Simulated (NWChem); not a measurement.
# C₄H₄N₂; SMILES C=C1C=NC=N1

Computed with NWChem. Pople sets run with spherical d functions. Coordinates come from a PBE-D3(BJ)/def2-SVP optimisation.

**Question.** Estimate the computed values for CAM-B3LYP/6-31G*. Quantities: highest occupied level (eV); orbital gap (eV); dipole (D).

**Answer.** 
```
Property                     Result
---------------------------  ------
highest occupied level (eV)   -8.94
orbital gap (eV)               7.53
dipole (D)                     2.59
```
